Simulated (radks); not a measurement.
Question: Species: Ta I. Configuration: [Xe] 4f13 5d3 6s2 6p1 (not the ground configuration). Method: scalar-relativistic Kohn-Sham, SCAN, spin-polarised, spherical densities, finite nucleus; open shells are filled with parallel spins first (spin-orbit coupling, left out, can overturn this in heavy ions); meta-GGA in the generalised Kohn-Sham scheme; Fermi nuclear charge, rms radius 5.3507 fm; computed with a radial shooting solver on a logarithmic mesh with Libxc functionals. Some entries of the table are withheld. Estimate them.

| orbital | occ. | eigenvalue (eV) | r(max) (bohr) | <r^2> (bohr^2) |
|---|---|---|---|---|
| 1s up | 1 | -67447.96 | 0.01168 | 0.0004788 |
| 1s down | 1 | -67447.95 | 0.01168 | 0.0004788 |
| 2s up | 1 | -11625.72 | 0.06680 | 0.007370 |
| 2s down | 1 | -11625.58 | 0.06680 | 0.007370 |
| 2p up | 3 | -10186.56 | 0.05477 | 0.006084 |
| 2p down | 3 | -10186.43 | 0.05477 | 0.006084 |
| 3s up | 1 | -2686.732 | 0.1884 | 0.04786 |
| 3s down | 1 | -2686.041 | 0.1884 | 0.04784 |
| 3p up | 3 | -2255.945 | 0.1864 | 0.04862 |
| 3p down | 3 | -2255.209 | 0.1864 | 0.04860 |
| 3d up | 5 | -1752.385 | 0.1522 | 0.04045 |
| 3d down | 5 | -1751.723 | 0.1522 | 0.04043 |
| 4s up | 1 | -564.7192 | 0.4288 | 0.2365 |
| 4s down | 1 | -563.1540 | 0.4289 | 0.2366 |
| 4p up | 3 | -422.4211 | 0.4491 | 0.2687 |
| 4p down | 3 | -420.9032 | 0.4492 | 0.2688 |
| 4d up | 5 | -239.7182 | 0.4607 | 0.3139 |
| 4d down | 5 | -238.1811 | 0.4608 | 0.3140 |
| 5s up | 1 | -82.6342 | 0.9755 | 1.318 |
| 5s down | 1 | -80.9722 | 0.9747 | 1.309 |
| 5p up | 3 | -47.4713 | (1) | (2) |
| 5p down | 3 | -45.4715 | (3) | (4) |
| 4f up | 7 | -38.2138 | 0.4383 | 0.4787 |
| 4f down | 6 | -36.5311 | 0.4385 | 0.4757 |
| 5d up | 3 | -8.4740 | 1.496 | 4.441 |
| 6s up | 1 | -8.3575 | (5) | 9.928 |
| 6s down | 1 | -6.4538 | (6) | 11.34 |
| 6p up | 1 | -2.7699 | 3.470 | 19.83 |

Answer: 
(1) 5p up r(max) (bohr): 1.107
(2) 5p up <r^2> (bohr^2): 1.816
(3) 5p down r(max) (bohr): 1.105
(4) 5p down <r^2> (bohr^2): 1.783
(5) 6s up r(max) (bohr): 2.516
(6) 6s down r(max) (bohr): 2.657
